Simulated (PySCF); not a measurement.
C₃H₅BO₃, SMILES C1=C(B(O)O)CO1.

Geometry optimised at PBE-D3(BJ)/def2-SVP. The structure was generated by enumeration, and PubChem lists no compound with its InChIKey, so it may never have been made. The values are those of a single conformer.

Computed with PBE-D3(BJ)/def2-SVP in PySCF 2.14.0.

Frequencies are harmonic and unscaled.

Task: Estimate the vibrational spectrum. (The exact figures need the calculation; the answer reports its results.)

Result: 
```json
[
 {"mode": "1", "ν (cm⁻¹)": "28", "IR (km/mol)": "0.3", "moving atoms (share of kinetic energy)": "C 39 %, O 31 %, H 30 %"},
 {"mode": "2", "ν (cm⁻¹)": "132", "IR (km/mol)": "6.6", "moving atoms (share of kinetic energy)": "O 53 %, C 30 %, H 15 %"},
 {"mode": "3", "ν (cm⁻¹)": "167", "IR (km/mol)": "4.5", "moving atoms (share of kinetic energy)": "C 53 %, O 38 %"},
 {"mode": "4", "ν (cm⁻¹)": "354", "IR (km/mol)": "0.7", "moving atoms (share of kinetic energy)": "O 67 %, C 20 %, H 13 %"},
 {"mode": "5", "ν (cm⁻¹)": "420", "IR (km/mol)": "0.1", "moving atoms (share of kinetic energy)": "H 79 %, O 19 %"},
 {"mode": "6", "ν (cm⁻¹)": "427", "IR (km/mol)": "6.4", "moving atoms (share of kinetic energy)": "C 36 %, O 31 %, H 25 %"},
 {"mode": "7", "ν (cm⁻¹)": "429", "IR (km/mol)": "3.9", "moving atoms (share of kinetic energy)": "H 52 %, C 27 %, O 19 %"},
 {"mode": "8", "ν (cm⁻¹)": "504", "IR (km/mol)": "167.1", "moving atoms (share of kinetic energy)": "H 91 %"},
 {"mode": "9", "ν (cm⁻¹)": "609", "IR (km/mol)": "0.3", "moving atoms (share of kinetic energy)": "O 62 %, B 22 %, C 8 %"},
 {"mode": "10", "ν (cm⁻¹)": "619", "IR (km/mol)": "61.4", "moving atoms (share of kinetic energy)": "B 73 %, O 12 %, C 10 %"},
 {"mode": "11", "ν (cm⁻¹)": "862", "IR (km/mol)": "4.6", "moving atoms (share of kinetic energy)": "H 55 %, C 42 %"},
 {"mode": "12", "ν (cm⁻¹)": "876", "IR (km/mol)": "40.9", "moving atoms (share of kinetic energy)": "O 52 %, C 35 %, H 13 %"},
 {"mode": "13", "ν (cm⁻¹)": "935", "IR (km/mol)": "35.4", "moving atoms (share of kinetic energy)": "C 64 %, O 20 %, H 15 %"},
 {"mode": "14", "ν (cm⁻¹)": "955", "IR (km/mol)": "10.0", "moving atoms (share of kinetic energy)": "H 66 %, C 33 %"},
 {"mode": "15", "ν (cm⁻¹)": "967", "IR (km/mol)": "201.2", "moving atoms (share of kinetic energy)": "H 73 %, O 21 %"},
 {"mode": "16", "ν (cm⁻¹)": "974", "IR (km/mol)": "94.8", "moving atoms (share of kinetic energy)": "H 68 %, O 21 %, C 8 %"},
 {"mode": "17", "ν (cm⁻¹)": "1054", "IR (km/mol)": "17.8", "moving atoms (share of kinetic energy)": "C 45 %, H 43 %, O 12 %"},
 {"mode": "18", "ν (cm⁻¹)": "1078", "IR (km/mol)": "1.9", "moving atoms (share of kinetic energy)": "H 87 %"},
 {"mode": "19", "ν (cm⁻¹)": "1122", "IR (km/mol)": "161.6", "moving atoms (share of kinetic energy)": "C 53 %, H 26 %, O 17 %"},
 {"mode": "20", "ν (cm⁻¹)": "1184", "IR (km/mol)": "44.6", "moving atoms (share of kinetic energy)": "H 70 %, C 20 %"},
 {"mode": "21", "ν (cm⁻¹)": "1249", "IR (km/mol)": "128.1", "moving atoms (share of kinetic energy)": "C 42 %, H 29 %, O 17 %, B 12 %"},
 {"mode": "22", "ν (cm⁻¹)": "1370", "IR (km/mol)": "138.3", "moving atoms (share of kinetic energy)": "B 38 %, C 25 %, H 19 %, O 18 %"},
 {"mode": "23", "ν (cm⁻¹)": "1405", "IR (km/mol)": "4.7", "moving atoms (share of kinetic energy)": "H 84 %, C 13 %"},
 {"mode": "24", "ν (cm⁻¹)": "1420", "IR (km/mol)": "206.5", "moving atoms (share of kinetic energy)": "B 72 %, O 19 %"},
 {"mode": "25", "ν (cm⁻¹)": "1623", "IR (km/mol)": "186.1", "moving atoms (share of kinetic energy)": "C 88 %"},
 {"mode": "26", "ν (cm⁻¹)": "2989", "IR (km/mol)": "20.9", "moving atoms (share of kinetic energy)": "H 95 %"},
 {"mode": "27", "ν (cm⁻¹)": "3060", "IR (km/mol)": "9.5", "moving atoms (share of kinetic energy)": "H 90 %, C 10 %"},
 {"mode": "28", "ν (cm⁻¹)": "3121", "IR (km/mol)": "9.0", "moving atoms (share of kinetic energy)": "H 91 %, C 9 %"},
 {"mode": "29", "ν (cm⁻¹)": "3786", "IR (km/mol)": "84.7", "moving atoms (share of kinetic energy)": "H 94 %"},
 {"mode": "30", "ν (cm⁻¹)": "3788", "IR (km/mol)": "3.2", "moving atoms (share of kinetic energy)": "H 94 %"}
]
```
